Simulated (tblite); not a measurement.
Compound: C7H15GeN.
Structure used (GFN2-xTB), in Å, numbered top down from 1:
```
atom  x, y, z in Å
C1     3.6893    0.3504   -0.6118
N2     3.3692   -0.9996   -0.3018
C3     2.2375   -1.3259    0.1141
Ge4    0.5994   -0.2136    0.4721
C5    -0.3205    0.5211   -1.1334
C6    -1.7448    0.9237   -0.7660
C7    -2.5663   -0.2287   -0.1899
C8    -2.1484   -0.6354    1.2224
C9    -0.8084   -1.3632    1.2604
H10    4.0096    0.3938   -1.6534
H11    4.5334    0.6529    0.0087
H12    2.8436    1.0367   -0.4526
H13    2.1013   -2.3866    0.3104
H14    0.8767    0.9345    1.4399
H15    0.2087    1.3771   -1.5547
H16   -0.3469   -0.2501   -1.9061
H17   -1.7159    1.7372   -0.0360
H18   -2.2492    1.3047   -1.6596
H19   -2.4890   -1.0942   -0.8530
H20   -3.6161    0.0758   -0.1646
H21   -2.9231   -1.2814    1.6480
H22   -2.0928    0.2611    1.8463
H23   -0.8835   -2.2869    0.6813
H24   -0.5757   -1.6502    2.2869
```

All values are computed: GFN2-xTB (tblite) harmonic vibrations without scaling, gas phase. This tight-binding method is rough: wavenumbers can miss measured ones by several per cent, in bad cases by 10 to 20. Modes of hydrogen on germanium can be 10 to 20 % off. One conformer, not necessarily the lowest.

Harmonic wavenumbers (cm⁻¹): 35.5, 59.5, 76.2, 142.1, 171.1, 184.6, 192.3, 240.0, 339.1, 359.8, 383.4, 424.6, 472.8, 555.7, 565.8, 592.3, 625.6, 651.0, 755.1, 779.4, 809.4, 849.4, 900.0, 926.1, 974.6, 1001.6, 1019.1, 1055.4, 1083.1, 1093.4, 1117.0, 1129.2, 1163.5, 1189.9, 1213.1, 1247.5, 1279.0, 1282.0, 1287.1, 1347.8, 1358.6, 1359.1, 1380.3, 1438.5, 1457.6, 1460.6, 1462.8, 1488.7, 1490.7, 1502.6, 1729.0, 1828.1, 2854.4, 2931.9, 2934.8, 2941.2, 2947.6, 2951.6, 2954.7, 2963.2, 2963.8, 2967.8, 2968.7, 2971.4, 2987.4, 3001.7.

A = 2661, B = 722.8, C = 619.5 MHz; mass 187.042 u (most abundant isotopes); point group C1, symmetry number 1.

**Question.** Zero-point energy?

**Answer.** Half the sum of the wavenumbers: 44435 cm⁻¹ = 531.56 kJ/mol.

**Question.** Entropy at 273.15 K, 1 bar (ideal gas, RRHO, classical rotation)?

**Answer.** Translation 172.28, rotation 124.34, vibration 133.09: S = 429.7 J/(mol K).

**Question.** And Cp and H(273.15 K) − H(0)?

**Answer.** Cp = 171.84 J/(mol K), of which vibrations give 138.59 (their classical limit is 66 R = 548.8); H(273.15 K) − H(0) = 28.07 kJ/mol without the zero-point energy, 18.99 from vibrations.

**Question.** Blend soft modes into free rotors: weight 1/[1 + (100 cm⁻¹/ν̃)⁴] for the oscillator and the rest for a rotor with moment μB/(μ + B), μ = h/(8π²ν), B = 10⁻⁴⁴ kg m². What vibrational entropy results?

**Answer.** 120.56 J/(mol K) in place of 133.09, which changes −T·S at 273.15 K by +3.42 kJ/mol.

**Question.** What must be added to the electronic energy to get the Gibbs energy at 273.15 K and 1 bar?

**Answer.** ZPE + [H(273.15 K) − H(0)] − T·S = 531.56 + 28.07 − 117.38 = 442.25 kJ/mol.

**Question.** Which modes carry the vibrational entropy at 273.15 K?

**Answer.** 35.5 cm⁻¹: 22.27; 59.5 cm⁻¹: 18.00; 76.2 cm⁻¹: 15.96; 142.1 cm⁻¹: 10.91; 171.1 cm⁻¹: 9.45; 184.6 cm⁻¹: 8.87 J/(mol K); the other 60 give 47.63 together.

Hindered rotation and anharmonicity are outside this model. Other conformers, if any are populated, would add a mixing term that is left out. The structure is chiral; the term R ln 2 for an equal mix with its mirror image is left out.

The run took 2.1 s of wall time on one thread of an Arm Neoverse N1 (shared host). This covers the Hessian and the dipole derivatives.
